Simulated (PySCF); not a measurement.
# Property card for `s1cccc1[SiH2]SC`

Species: C5H8S2Si.
Structure used (PBE0-D3(BJ)/def2-SVP), in Å, numbered top down from 1:
```
atom  x, y, z in Å
C1    -2.815    0.635    0.195
S2    -2.629   -0.945   -0.695
Si3   -1.037   -1.817    0.436
C4     0.447   -0.688    0.383
C5     0.856    0.106   -0.670
C6     2.053    0.824   -0.405
C7     2.545    0.568    0.851
S8     1.550   -0.535    1.703
H9    -1.866    1.190    0.217
H10   -3.177    0.475    1.220
H11   -3.561    1.222   -0.357
H12   -0.786   -3.133   -0.218
H13   -1.402   -2.036    1.870
H14    0.295    0.170   -1.605
H15    2.531    1.504   -1.111
H16    3.439    0.979    1.318
```

Structural features include: aromatic ring with sulfur, Si–H bond and C–Si bond.

From PBE0-D3(BJ)/def2-SVP geometry optimisation, gas phase (PySCF):

```yaml
Point_group: C1
Rotational_constants_A_B_C: 2.504, 0.698, 0.631 GHz
```

From wB97X-D/def2-SVPD ground state, ΔSCF and vertical TDDFT (core frozen in the response) (PySCF):

```yaml
Dipole_moment: 2.05 D
HOMO_energy: -8.76 eV
LUMO_energy: 0.66 eV
HOMO–LUMO_gap: 9.42 eV
Lowest_singlet_excitation: 5.45 eV (227 nm, f = 0.181)
Strongest_line_among_the_10_lowest_singlet_transitions: S1 at 5.45 eV (227 nm, f = 0.181)
Lowest_triplet_excitation_Tamm–Dancoff: 3.70 eV
Static_isotropic_polarisability: 122.1 au
Vertical_ionisation_energy: 8.83 eV
Electronic_spatial_extent_⟨r²⟩_about_the_centre_of_nuclear_charge: 1838 bohr²
```

**CAM-B3LYP/pcSseg-1 ground state and GIAO shieldings, non-relativistic (PySCF)**

```yaml
13C_chemical_shifts_computed_TMS_as_zero_by_class: 146.9 (C5), 146.5 (C7), 141.9 (C4), 136.1 (C6), 12.8 (C1) ppm
1H_chemical_shifts_computed_TMS_as_zero_by_class: 7.68 (H14), 7.49 (H16), 7.24 (H15), 5.11 (H12/H13), 1.78 (H9/H10/H11) ppm
Isotropic_shieldings_of_nuclei_other_than_C_and_H_by_class: 376 (Si3), 221 (S8), 688 (S2) ppm
```

Monoisotopic mass from the formula: 159.9837 u.

S1 lies 3.97 eV below the HOMO–LUMO gap; its leading configuration is HOMO→LUMO, weight 0.63. The largest Löwdin shares of the HOMO are 0.49 on S2, 0.10 on C4, 0.08 on C7 and 0.07 on Si3. The dipole matches unit charges of opposite sign 0.43 Å apart (1 e·Å = 4.8032 D). The vertical singlet–triplet gap S1 − T1 is 1.75 eV (TDDFT singlet less Tamm–Dancoff triplet; S1: HOMO→LUMO, weight 0.63; T1: HOMO−1→LUMO, weight 0.58, beside HOMO→LUMO, weight 0.32). The polarisability is 18.09 Å³ as a volume (1 au = 0.148185 Å³), or 1.45 au for each of the 84 electrons. The rotational constants make it an asymmetric top with κ = (2B − A − C)/(A − C) = -0.93, nearer the prolate limit (−1).

One conformer stands for the species.
